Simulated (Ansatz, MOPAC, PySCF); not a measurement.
Molecule: SiH₂I, net charge 1, singlet state. SMILES of the parent species: [SiH2]I
Geometry: optimised at B3LYP-D3(BJ)/def2-TZVP (Ansatz, a program for electronic structure).

Unscaled harmonic wavenumbers (cm⁻¹) in rising order, each level at the stationary point that it reaches from this structure (no distance between atoms moves by over 0.3 Å); the order of modes can differ between levels, and a negative number is imaginary. B3LYP-D3(BJ)/def2-TZVP (PySCF, at the structure above): 439, 554, 635, 933, 2276, 2332.

AM1 (MOPAC): 388, 430, 532, 758, 2167, 2192. Zero-point energy 9.2 against 10.2 kcal/mol; where all levels lie over 400 cm⁻¹, the wavenumbers are on average 0.863 times those of B3LYP-D3(BJ)/def2-TZVP.

HF/6-31G* with LANL2DZ past Ar (Ansatz): 441, 612, 710, 1024, 2500, 2551. Zero-point energy 11.2 against 10.2 kcal/mol; where all levels lie over 400 cm⁻¹, the wavenumbers are on average 1.102 times those of B3LYP-D3(BJ)/def2-TZVP.
